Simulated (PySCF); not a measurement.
Computed shifts of a molecule C3H5BN2, HF/pcSseg-1 in PySCF, GIAO, gas phase, equivalent atoms averaged, in ppm (number of nuclei): ¹⁵N: 466.0 (1), 83.5 (1). ¹³C: 199.3 (1), 185.4 (1), 117.1 (1). ¹H: 9.13 (1), 8.47 (1), 5.72 (1), 4.40 (1), 4.22 (1). References: ¹⁵N against NH3 (σ = 267.3 ppm); ¹¹B against BF3 (σ = 102.7 ppm); ¹³C against TMS (σ = 192.6 ppm); ¹H against TMS (σ = 31.99 ppm), references at their B3LYP-D3(BJ)/def2-TZVP geometries, non-relativistic. The structure is a stationary point at PBE-D3(BJ)/def2-SVP. Other conformers were not sampled.

**Question.** Which molecule gave these data?
A. NB1C=CN=C1
B. NB1C=CC=N1
C. CB1C=NC=N1
D. CB1N=CC=N1

**Answer.** A, NB1C=CN=C1
